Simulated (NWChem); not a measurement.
SeBrCl; SMILES [Se](Cl)Br

Computed with NWChem. Structure relaxed at the PBE0/def2-SVP level. Ions are spin-unrestricted doublets at the neutral geometry; other ion states weren't tried.

Task: What does the run give for PBE0/def2-SVP? Quantities: vertical ionisation energy, ΔSCF (eV); −ε(HOMO) (eV).

Result: 
- vertical ionisation energy, ΔSCF (eV) = 9.19
- −ε(HOMO) (eV) = 6.89
